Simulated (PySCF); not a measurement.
Electron correlation in N²⁺ (nitrogen, charge +2)

[He] 2s2 2p1, 2P determinant. All numbers are calculated (PySCF 2.14, no relativity, point nucleus, in aug-cc-pwCVDZ (5s4p2d, 27 functions)). Frozen: nothing; 5 electrons correlated.

| level | correlation energy (mhartree) |
| --- | --- |
| CCSD | -105.96 |
| (T) | -0.85 |
| CCSD(T) | -106.81 |
| CCSDT | -106.99 |

Diagnostics: T1 = 0.0054, D1 = 0.0133, largest double amplitude 0.136.

Cost of the coupled-cluster step: of the order of 0.3 core-seconds, for 5 correlated electrons.
